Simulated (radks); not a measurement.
Question: Numerical settings for neutral nitrogen, [He] 2s2 2p3. Method: scalar-relativistic Kohn-Sham, SCAN, spin-unpolarised, spherical densities, finite nucleus; meta-GGA in the generalised Kohn-Sham scheme; Fermi nuclear charge, rms radius 2.5582 fm; computed with a radial shooting solver on a logarithmic mesh with Libxc functionals. The defaults (mesh step 0.008 in ln r, mesh end at 40 bohr or more with all orbitals vanishing there, Anderson mixing 0.5 over 9 steps, residual threshold near 1e-9 with the energy settled to 1e-9 hartree or 1e-11 of itself, here a cap of 52 iterations) give E = -54.465 hartree and 2p at -7.196 eV in 20 iterations. Run on one thread of a shared host, so times are rough (Arm Neoverse V1): 0.07 s of CPU time, 0.07 s wall, 20 iterations on 2208 mesh points. One setting is changed at a time: mesh step in ln r 0.02; mesh step in ln r 0.005; mesh step in ln r 0.2; mesh end (bohr) 8; mesh end (bohr) 400; residual threshold 0.01; residual threshold 1e-05; mixing 1; linear mixing, mixing 0.2; linear mixing, mixing 1; mixing history 3; iteration cap 3. Which runs fail to converge, and which converge to a wrong energy?

Answer: Not converged within the cap: mesh step in ln r 0.02; mesh step in ln r 0.005; mesh step in ln r 0.2; linear mixing, mixing 0.2; linear mixing, mixing 1; iteration cap 3. No run marked as converged misses the energy by more than 1 mhartree.
